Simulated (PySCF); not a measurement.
B(Me)(Et)(NMe2), C₅H₁₄BN, SMILES CCB(C)N(C)C, GFN2-xTB optimised geometry.

```
21

B     -0.50    -0.04     0.00
C     -1.31    -1.41    -0.04
H     -1.14    -2.00     0.86
H     -1.02    -2.03    -0.89
H     -2.38    -1.25    -0.12
C     -1.34     1.33     0.00
C     -1.54     1.86    -1.42
H     -0.87     2.12     0.60
H     -2.33     1.17     0.44
H     -2.06     1.12    -2.03
H     -0.59     2.07    -1.90
H     -2.13     2.78    -1.42
N      0.89    -0.04     0.00
C      1.73     1.14    -0.01
C      1.71    -1.23     0.00
H      2.38     1.16     0.87
H      2.37     1.15    -0.90
H      1.13     2.04    -0.02
H      2.32    -1.27    -0.91
H      2.38    -1.23     0.86
H      1.09    -2.12     0.04
```

Density from B3LYP/def2-SVP (PySCF 2.14.0) at that geometry.

Minimum of the electron density along straight lines between bonded atoms, close to the bond critical point (lines longer than 1.1 times the sum of covalent radii, or with two minima, are not listed):

```tsv
bond	length / Å	ρ at the minimum / e bohr⁻³	∇²ρ there / e bohr⁻⁵	position (fraction from the first atom)
B1–C2	1.596	0.173	-0.13	0.32
C2–H3	1.090	0.269	-0.93	0.62
C2–H4	1.089	0.270	-0.94	0.62
C2–H5	1.087	0.274	-0.97	0.62
B1–C6	1.603	0.175	-0.16	0.32
C6–C7	1.534	0.236	-0.52	0.49
C6–H8	1.093	0.271	-0.94	0.61
C6–H9	1.092	0.272	-0.95	0.62
C7–H10	1.088	0.277	-1.01	0.62
C7–H11	1.088	0.277	-1.01	0.62
C7–H12	1.089	0.276	-1.00	0.62
B1–N13	1.388	0.208	0.84	0.33
N13–C14	1.446	0.274	-0.79	0.61
N13–C15	1.447	0.274	-0.79	0.61
C14–H16	1.095	0.277	-1.02	0.63
C14–H17	1.095	0.277	-1.02	0.63
C14–H18	1.084	0.285	-1.10	0.64
C15–H19	1.095	0.277	-1.02	0.63
C15–H20	1.095	0.277	-1.02	0.63
C15–H21	1.084	0.285	-1.10	0.64
```
